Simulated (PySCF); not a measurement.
Continuum solvent and chemical shifts

Geometry:
```json
{"atom": "Al1", "x (Å)": "2.716", "y (Å)": "-0.124", "z (Å)": "-0.005"}
{"atom": "C2", "x (Å)": "0.770", "y (Å)": "-0.036", "z (Å)": "-0.002"}
{"atom": "C3", "x (Å)": "-0.015", "y (Å)": "-1.201", "z (Å)": "0.090"}
{"atom": "C4", "x (Å)": "-1.408", "y (Å)": "-1.142", "z (Å)": "0.091"}
{"atom": "C5", "x (Å)": "-2.050", "y (Å)": "0.093", "z (Å)": "0.001"}
{"atom": "C6", "x (Å)": "-1.298", "y (Å)": "1.264", "z (Å)": "-0.091"}
{"atom": "C7", "x (Å)": "0.094", "y (Å)": "1.197", "z (Å)": "-0.092"}
{"atom": "H8", "x (Å)": "3.553", "y (Å)": "1.226", "z (Å)": "-0.112"}
{"atom": "H9", "x (Å)": "3.435", "y (Å)": "-1.540", "z (Å)": "0.100"}
{"atom": "H10", "x (Å)": "0.471", "y (Å)": "-2.180", "z (Å)": "0.161"}
{"atom": "H11", "x (Å)": "-1.996", "y (Å)": "-2.060", "z (Å)": "0.163"}
{"atom": "H12", "x (Å)": "-3.142", "y (Å)": "0.143", "z (Å)": "0.001"}
{"atom": "H13", "x (Å)": "-1.801", "y (Å)": "2.232", "z (Å)": "-0.162"}
{"atom": "H14", "x (Å)": "0.667", "y (Å)": "2.127", "z (Å)": "-0.165"}
```

GIAO PBE0/pcSseg-1 in PySCF on one PBE0-D3(BJ)/def2-SVP conformer, non-relativistic, equivalent nuclei averaged. Solvents enter as an IEF-PCM continuum (dichloromethane with ε = 8.9, water with ε = 78.4) around the gas-phase geometry. Shifts are referred to AlH4-, TMS computed in the same medium.

Gas phase, δ in ppm: Al1 193.9, C2 148.7, C3/C7 145.5, C5 137.6, C4/C6 133.3, H10/H14 8.05, H12 7.59, H11/H13 7.55, H8/H9 5.53. Dipole moment 1.05 D.

Q: How does each δ change in the continuum?

A: 
```
  atoms                           environment  Δδ, dichloromethane  Δδ, water
    Al1            aluminium bonded to C, 2 H                -27.4      -31.5
     C2           substituted aromatic carbon                 +0.7       +0.9
  C3/C7                           aromatic CH                 +0.9       +1.1
     C5                           aromatic CH                 +0.9       +1.0
  C4/C6                           aromatic CH                 +1.1       +1.3
H10/H14            hydrogen on an aromatic CH                +0.11      +0.13
    H12            hydrogen on an aromatic CH                +0.17      +0.20
H11/H13            hydrogen on an aromatic CH                +0.16      +0.19
  H8/H9  hydrogen on an aluminium bonded to C                -0.40      -0.47
```

Changes are relative to the gas phase. The dipole moment becomes 1.10 D in dichloromethane, 1.11 D in water.

Q: Which nuclei move most (in ppm), and what does the model miss?

A: Al1 (aluminium bonded to C, 2 H, -31.5 ppm) in water. A continuum only polarises the solute; specific hydrogen bonds, the anisotropy of aromatic solvents and changes of geometry or conformer are outside it.
